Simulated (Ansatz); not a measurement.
Basis-set series for GaH₄NO₂ (`[NH2][Ga]([OH])[OH]`). The species carries charge 0 and has multiplicity 1. The structure was optimised at the PBE0-D4/def2-TZVP level. It is one conformer, not always the lowest.

```xyz
8

N    -1.324    0.008    0.777
Ga    0.193   -0.079   -0.205
O     0.155   -0.883   -1.790
O     1.789    0.512    0.332
H    -2.210   -0.185    0.340
H    -1.424    0.660    1.536
H     1.022   -0.933   -2.198
H     1.799    0.900    1.209
```

```tsv
functional	basis	functions	energy (Eh)	HOMO (eV)	LUMO (eV)
PBE0-D4	def2-SVP	94	-2131.65616	-7.28	-0.17
PBE0-D4	def2-QZVPP	380	-2132.22582	-7.65	-0.71
ωB97M-V	def2-SVP	94	-2131.95556	-9.68	1.56
ωB97M-V	def2-QZVPP	380	-2132.52852	-10.07	0.78
```

Q: Give the rows for def2-TZVPP. (Best estimate.)

A: Computed: 
```csv
functional,basis,functions,energy (Eh),HOMO (eV),LUMO (eV)
PBE0-D4,def2-TZVPP,197,-2132.16838,-7.58,-0.47
ωB97M-V,def2-TZVPP,197,-2132.47321,-9.99,1.19
```

Positive LUMOs are unbound and depend on the basis. Scalar relativity is left out up to krypton.
